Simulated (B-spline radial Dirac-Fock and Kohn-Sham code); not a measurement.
Cross section and asymmetry of the 4f7/2 subshell of Sm⁴⁺

System: samarium as Sm⁴⁺, configuration [Xe] 4f4. The computed 4f7/2 threshold is 59.26 eV; without correlation, outer thresholds are uncertain by 1 to 2 eV. With an open shell the threshold is an average over the terms of the final ion.

The computed values come from an atomic code on a B-spline grid: a relativistic central-field model (Hartree-Slater potential of the initial state, Latter tail, multipole expansion of the photon field, Dirac-Fock thresholds). Interchannel coupling and autoionising resonances are not included, so magnitudes near threshold are approximate.

Q: How do σ and β run from threshold to 400 eV kinetic energy?

A: The cross section shows no minimum in this range. Its largest value, 2.06 Mb, lies 34 eV above threshold, delayed by the centrifugal barrier of the l+1 channel. β ranges from 0.36 (at 53.5 eV) to 1.19.

```csv
kinetic energy (eV),σ (Mb),β
1.5,1.24,1.19
1.9,1.26,1.17
2.3,1.28,1.13
2.9,1.31,1.09
3.7,1.34,1.04
4.6,1.38,0.99
5.7,1.43,0.93
7.2,1.49,0.87
9.0,1.55,0.80
11.2,1.64,0.72
14.0,1.73,0.65
17.5,1.83,0.58
21.9,1.93,0.51
27.4,2.01,0.45
34.2,2.06,0.41
42.8,2.05,0.38
53.5,1.98,0.36
66.9,1.85,0.37
83.7,1.67,0.40
104.7,1.46,0.44
130.9,1.23,0.51
163.6,0.969,0.58
204.6,0.716,0.66
255.8,0.501,0.75
319.9,0.330,0.84
400.0,0.204,0.92
```

Run: 9.4 s of CPU time on 1 thread of Intel(R) Xeon(R) Platinum 8488C (shared host), peak memory 0.40 GiB.
